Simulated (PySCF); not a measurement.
C₂H₆ClGe, SMILES [CH3][Ge]([CH3])[Cl], multiplicity 2. Atoms are numbered in the order given.

```xyz
10

C      1.0934    -0.4407    -1.6309
Ge     0.3222     0.3780     0.0000
C      1.0934    -0.4407     1.6309
Cl    -1.8142    -0.1879     0.0000
H      0.5941    -0.0535    -2.5296
H      2.1706    -0.2223    -1.6857
H      0.9413    -1.5306    -1.5734
H      0.9413    -1.5306     1.5734
H      0.5941    -0.0535     2.5296
H      2.1706    -0.2223     1.6857
```
Charge 0, spin multiplicity 2.

Geometry: B3LYP-D3(BJ)/def2-SVP. The isomer is the one that the SMILES or the coordinates give; other isomers of the formula were not compared.

The numbers are results of PySCF with M06-2X/def2-TZVP, not measurements.

Gas-phase values at a fixed geometry.

| Item | Value |
|---|---|
| total energy | -2617.04441 hartree |
| point group | Cs |
| α spin, highest occupied and lowest empty level | -7.11 and 1.22 eV |
| β spin, highest occupied and lowest empty level | -9.35 and -2.44 eV |
| dipole moment | 2.81 D |
| quadrupole, principal values (traceless, Buckingham form, about the centre of nuclear charge) | -3.14, 0.76, 2.38 D·Å |
| mean static polarisability | 69.1 bohr³ (10.23 Å³) |
| polarisability, principal values | 55.7, 73.8, 77.7 bohr³ |
| ⟨S²⟩ | 0.752 (pure state 0.75) |
